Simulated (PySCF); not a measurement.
PySCF input for HSe, SMILES [SeH] (connectivity only; charge and spin as stated), charge -1, multiplicity 1, HF/pcSseg-2. Coordinates come from a PBE0-D3(BJ)/def2-TZVPD optimisation. The multiplicity is an assumed one; other spin states were not compared.

```python
import numpy as np
from pyscf import gto, scf, dft
from pyscf.prop.nmr import rhf as nmr

mol = gto.M(
    atom='''
    Se    0.00000000    0.00000000   -0.04209649
    H     0.00000000    0.00000000    1.43128064
    ''',
    basis='pcSseg-2',
    charge=-1,
    spin=0,
    max_memory=1600,
    verbose=3,
)
mf = scf.RHF(mol)
mf.conv_tol = 1e-10
mf.max_cycle = 100
mf.kernel()
n = nmr.NMR(mf)
n.verbose = 2
n.max_cycle_cphf = 60
sigma = n.kernel()
print('atom   isotropic/ppm   span/ppm')
for i, s in enumerate(sigma):
    w = np.linalg.eigvalsh((s + s.T) / 2)
    print(f'{mol.atom_symbol(i):2s}{i + 1:3d} {w.mean():14.3f} {w[2] - w[0]:11.3f}')
```

Program output:

```
converged SCF energy = -2400.47709712103
atom   isotropic/ppm   span/ppm
Se  1       2522.312     729.268
H   2         35.469      22.975
```

Self-consistency was reached.

Cost: around 2.8 core-seconds (rough).
